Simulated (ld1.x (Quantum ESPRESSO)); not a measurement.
# Bi (Z = 83), TM: configuration errors across variants

```
Element                 : bismuth (Bi)
Generator               : ld1.x (Quantum ESPRESSO) 7.5
Type                    : norm-conserving Troullier–Martins (Kleinman–Bylander form)
Functional              : PBEsol
Relativity              : scalar-relativistic
Frozen core             : [Xe] 4f14 5d10
Valence charge          : 5
Reference configuration : 6s2 6p2 (charge +1)
Partial waves           : 6s (bound): rc 1.75 bohr; 6p (bound): rc 2.20 bohr
Local potential         : the p channel
Core correction         : none
```

All-electron excitation energies from the reference (eV): (1) 6s2 6p3 -7.949; (2) 6s2 6p1 15.290; (3) 6s2 6p0 38.647; (4) 6s2 6p3.3 -9.049; (5) 6s2 6p2.5 -4.836; (6) 6s1 6p3 10.856; (7) 6s0 6p5 12.625.

6 further variants failed, have other tests or another functional or relativity, and are left out.

A true bound ghost makes a file unfit for plane-wave use even where its test errors are small: the radial tests pick states by their node count and pass the ghost by.

Errors AE − PS in meV (a dash: test not solved or not reliable):

| change | (1) | (2) | (3) | (4) | (5) | (6) | (7) | bound ghosts |
| --- | --- | --- | --- | --- | --- | --- | --- | --- |
| base | +2.3 | -8.3 | +12 | +2.7 | +1.7 | +13 | +58 | d |
| wave 6s (bound): rc 1.75 bohr becomes 6s (bound): rc 2.58 bohr | +2.8 | -6.6 | +22 | +3.5 | +1.9 | -3.5 | +34 | d |
| local potential the s channel | +2.1 | -8.9 | +8.7 | +2.5 | +1.7 | +13 | +58 | d |
| wave 6p (bound): rc 2.20 bohr becomes 6p (bound): rc 1.58 bohr | +16 | +8.6 | +86 | +23 | +5.6 | +131 | +502 | s, d, p (extra level of the local part) |
| core correction a·sin(br)/r model core inside 1.54 bohr | -3.9 | -32 | -171 | -5.7 | -0.5 | -35 | -98 | d |

**Question.** Give the same row for: all radii scaled by about 1.14 (s 2.00, p 2.52 bohr).

**Answer.** +2.1, -8.9, +8.2, +2.6, +1.7, +14, +60; bound ghosts: d.
